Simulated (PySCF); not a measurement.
Broadened absorption spectrum of C9H9N

C9H9N.
Geometry (PBE0-D3(BJ)/def2-SVP, Å), atoms numbered from 1 in this order:
```xyz
19
C9H9N angstrom
C      3.227    0.092   -0.578
N      2.348    0.592    0.187
C      1.040    0.145    0.133
C      0.590   -1.119    0.157
C     -0.935   -1.194    0.208
C     -1.361   -0.387    1.440
C     -0.910    0.864    1.422
C     -0.088    1.184    0.170
C     -0.981    0.853   -1.025
C     -1.430   -0.400   -1.004
H      2.987   -0.658   -1.356
H      4.273    0.410   -0.477
H      1.218   -2.008    0.220
H     -1.305   -2.226    0.225
H     -1.973   -0.832    2.227
H     -1.086    1.618    2.190
H      0.311    2.204    0.158
H     -1.200    1.595   -1.795
H     -2.078   -0.855   -1.756
```

Computed, not measured: TDDFT wB97X-D/def2-SVPD, vertical, gas phase, core orbitals frozen in the response (PySCF).

Broadening: Gaussians 0.4 eV wide at half height, area fixed by f = 4.319×10⁻⁹ ∫ε dν̃. The cross-section is σ = 3.8235×10⁻²¹ ε cm², given in Mb (10⁻¹⁸ cm²). The width is an assumption, not a result. The curve ends short of the highest state used, and states not computed would add to its high-energy end.

| λ (nm) | σ (Mb) |
| --- | --- |
| 196.0 | 6.54 |
| 198.9 | 8.96 |
| 201.8 | 11.20 |
| 204.7 | 12.00 |
| 207.5 | 11.64 |
| 210.4 | 11.08 |
| 213.3 | 10.92 |
| 216.2 | 10.78 |
| 219.0 | 9.93 |
| 221.9 | 8.07 |
| 224.8 | 5.71 |
| 227.7 | 3.62 |
| 230.6 | 2.27 |
| 233.4 | 1.73 |
| 236.3 | 1.72 |
| 239.2 | 1.96 |
| 242.1 | 2.16 |
| 244.9 | 2.18 |
| 247.8 | 1.97 |
| 250.7 | 1.61 |
| 253.6 | 1.20 |
| 256.5 | 0.82 |
| 259.3 | 0.53 |
| 262.2 | 0.32 |
| 265.1 | 0.21 |
| 268.0 | 0.20 |
| 270.8 | 0.31 |
| 273.7 | 0.59 |
| 276.6 | 1.11 |
| 279.5 | 1.98 |
| 282.4 | 3.24 |
| 285.2 | 4.85 |
| 288.1 | 6.83 |
| 291.0 | 8.96 |
| 293.9 | 10.99 |
| 296.7 | 12.60 |
| 299.6 | 13.69 |
| 302.5 | 14.05 |
| 305.4 | 13.67 |
| 308.3 | 12.65 |
| 311.1 | 11.22 |
| 314.0 | 9.47 |
| 316.9 | 7.67 |
| 319.8 | 5.96 |
| 322.6 | 4.51 |
| 325.5 | 3.26 |
| 328.4 | 2.28 |
| 331.3 | 1.54 |
| 334.2 | 1.01 |
| 337.0 | 0.66 |
| 339.9 | 0.41 |
| 342.8 | 0.25 |
| 345.7 | 0.15 |
| 348.5 | 0.09 |
| 351.4 | 0.05 |
| 354.3 | 0.03 |

Question: Where are the band maxima, and which computed states make them?

Answer: 302 nm (4.10 eV), ε about 3700, made up of S1 (100%); 244 nm (5.09 eV), ε about 570, made up of S2 (13%) and S3 (87%); 205 nm (6.05 eV), ε about 3100, made up of S5 (17%), S6 (35%) and S7 (40%) (ε in L mol⁻¹ cm⁻¹; maxima over ε = 5, shares over 10%). The states used: S1 4.10 eV (f 0.055); S2 4.97 eV (f 0.0014); S3 5.10 eV (f 0.0074); S4 5.69 eV (f 0.035); S5 5.97 eV (f 0.0089); S6 6.03 eV (f 0.016); S7 6.17 eV (f 0.024); S8 6.36 eV (f 0.0008); S9 6.71 eV (f 0.057); S10 6.93 eV (f 0.019).

Question: On this curve, what absorbance would a 10⁻⁵ mol/L sample give at 266 nm over a 1 cm path?

Answer: 266 nm is 4.661 eV, where ε is about 51 L mol⁻¹ cm⁻¹, so A = ε c l ≈ 0.00051 (Beer–Lambert, with the gas-phase spectrum and the assumed width).

Question: What would ε be at 4.10 eV, the highest of these maxima, with half the width (0.2 eV)?

Answer: About 7350 L mol⁻¹ cm⁻¹ against 3670, a factor of about 2.00; a lone state at its own centre would give exactly 2.

Question: Coming from long wavelengths, where does ε first pass 100 L mol⁻¹ cm⁻¹?

Answer: At about 340 nm (3.64 eV), 0.45 eV below S1.

The vertical ionisation energy (ΔSCF) is 7.75 eV, 0.82 eV above S10.

One conformer stands for the species.
